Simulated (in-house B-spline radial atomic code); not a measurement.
# Ionising Bi⁵⁺ with different functionals

Computed with a B-spline radial code for spherical atoms: four-component Dirac-Coulomb Hamiltonian, Fermi nucleus of rms radius 5.5211 fm, spin-restricted, spherical fractional occupations for the functionals. The ionisation energy is the difference of two self-consistent energies, [Xe] 4f14 5d10 → [Xe] 4f14 5d9, without Breit or QED terms; ε is the level of the shell that loses the electron (mean over j). The electron is taken from both j subshells in proportion to 2j + 1, so the result is a j average, not the step between ground levels.

Hybrids are left out here: with spherical fractional occupations of an open shell their exact exchange keeps a self-interaction that integer-occupation calculations don't have.

```
           method  rung  ΔSCF (eV)  -ε(5d) (eV)
         LDA VWN5   LDA      89.59        80.87
 relativistic LDA   LDA      89.59        80.88
         LDA PW92   LDA          ?            ?
LDA exchange-only   LDA          ?            ?
              PBE   GGA      89.32        80.60
           PBEsol   GGA      89.34        80.62
             BLYP   GGA      89.11        80.40
             RPBE   GGA      89.26        80.54
             PW91   GGA      89.41        80.69
             BP86   GGA      89.40        80.69
             AM05   GGA      89.36        80.64
             OLYP   GGA      89.68        80.93
```

Problem. What does LDA exchange-only give?

Solution. ΔSCF 87.73 eV, and -ε(5d) = 79.04 eV.

Problem. What does LDA PW92 give?

Solution. ΔSCF 89.58 eV, and -ε(5d) = 80.87 eV.

Problem. How do they compare with the NIST value?

Solution. NIST lists 88.4 eV ± 0.7 (semi-empirical, ground level to ground level). Errors run from -0.67 to +1.28 eV; all lie within about twice that uncertainty, so the table can't rank the methods.
